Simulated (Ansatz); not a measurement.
Start from `N#[C][In]([F])[F]` and change one atom or group to get `C[NH][In]([F])[F]`.

Ansatz, PBE0-D4/def2-TZVP geometries, multiplicity 1. Each molecule was computed in one conformer, which needn't be the lowest.

Elements past krypton have def2 core potentials.

```tsv
property	`N#[C][In]([F])[F]`
HOMO energy (PBE/def2-TZVPP) / eV	-8.98
HOMO–LUMO gap (PBE0/def2-TZVPP) / eV	7.87
LUMO energy (PBE/def2-TZVPP) / eV	-3.81
HOMO–LUMO gap (PBE/def2-TZVPP) / eV	5.17
HOMO energy (B3LYP/def2-TZVPP) / eV	-10.46
size of the dipole moment (PBE/def2-TZVPP) / D	0.49
```

(1) Give the same properties after the change, and the shifts. (Estimate.)

Answers

(1) The calculation gave: 
| property | `C[NH][In]([F])[F]` | shift |
| --- | --- | --- |
| HOMO energy (PBE/def2-TZVPP) / eV | -6.09 | 2.89 |
| HOMO–LUMO gap (PBE0/def2-TZVPP) / eV | 5.26 | -2.61 |
| LUMO energy (PBE/def2-TZVPP) / eV | -3.09 | 0.72 |
| HOMO–LUMO gap (PBE/def2-TZVPP) / eV | 3.00 | -2.17 |
| HOMO energy (B3LYP/def2-TZVPP) / eV | -7.24 | 3.22 |
| size of the dipole moment (PBE/def2-TZVPP) / D | 4.04 | 3.55 |

With PBE0 the HOMO rises by 3.30 eV and the LUMO rises by 0.69 eV, so the gap narrows by about 2.61 eV. PBE moves the HOMO by 2.89 eV and ωB97M-V by 3.33 eV. The zero-point energy changes by 120.9 kJ/mol with +12 modes. Dipoles are sizes alone; their direction can turn.

B3LYP here is the variant with VWN-RPA as its local correlation; programs differ in this.
